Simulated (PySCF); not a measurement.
Dipole moment and polarisability of `C=CO[Si@H](O)SC=C`

C4H8O2SSi.
Atom-mapped SMILES: `[CH2:1]=[CH:2][O:3][Si@H:4]([OH:5])[S:6][CH:7]=[CH2:8]` (hydrogens: H9, H10 on C1; H11 on C2; H12 on Si4; H13 on O5; H14 on C7; H15, H16 on C8)

Geometry (GFN2-xTB, Å), atoms numbered from 1 in this order:
```xyz
16
C4H8O2SSi angstrom
C     -2.8530    0.6804   -0.6340
C     -2.8174   -0.4029    0.1168
O     -1.7240   -1.1424    0.3954
Si    -0.1653   -1.0023   -0.0273
O      0.6099   -2.2159    0.7020
S      0.5885    0.9067    0.6296
C      2.3192    0.5730    0.6036
C      3.2327    1.5235    0.6843
H     -1.9640    1.0766   -1.0911
H     -3.7747    1.2055   -0.7973
H     -3.6986   -0.8124    0.5947
H      0.1085   -1.1937   -1.4378
H      0.3230   -2.5625    1.5442
H      2.5663   -0.4740    0.5328
H      2.9583    2.5614    0.7556
H      4.2829    1.2879    0.6845
```

Level: PBE0/def2-SVPD (PySCF), static field, nuclei fixed, core orbitals frozen in the response. The polarisability tensor in these axes (au):

```
x   128.39  12.09   7.78
y    12.09 101.38  -1.90
z     7.78  -1.90  78.14
```

What are the eigenvalues, a third of the trace, and Δα (Δα² = ½Σ(αi − αj)² over the three pairs)?

Principal values 76.36, 97.75 and 133.80 au; mean 102.64 au = 15.21 Å³ = 16.92 × 10⁻⁴⁰ C²·m²/J; Δα = 50.28 au (49 % of the mean).

What is the dipole moment, and where does it point?

(-0.49, -0.66, 0.47) D, 0.94 D in size, pointing from the negative to the positive side. Measured along this direction, the outermost atoms are H15 at the negative end and H11 at the positive end.

Along which axes do the principal values lie, and how far do the nuclei extend along each?

Largest value along (0.93, 0.34, 0.12), where the nuclei span 8.17 Å; middle along (-0.31, 0.93, -0.21), 5.26 Å; least along (-0.18, 0.16, 0.97), 2.73 Å. The response follows the extents in order.

What are the principal values of the traceless quadrupole moment, Θ = ½Σq(3rr − r²1), about the centre of nuclear charge?

-9.54, 2.47, 7.07 D·Å. The values depend on the origin, since the dipole doesn't vanish. The electronic extent ⟨r²⟩ about the same centre is 1649 bohr², a root-mean-square distance of 2.43 Å for the 78 electrons.

Molar refractivity from α?

Lorentz–Lorenz: R = (4π/3)N_A α = 2.5225 cm³/(mol·Å³) × 15.21 Å³ = 38.4 cm³/mol, in the limit of long wavelengths.

Rayleigh depolarisation ratio (linearly polarised light, static tensor)?

ρ = 3Δα²/(45ᾱ² + 4Δα²) = 7585.0/(474044 + 10113.3) = 0.0157.

One conformer (not necessarily the lowest) at the GFN2-xTB geometry, without solvent, vibrations or thermal averaging.
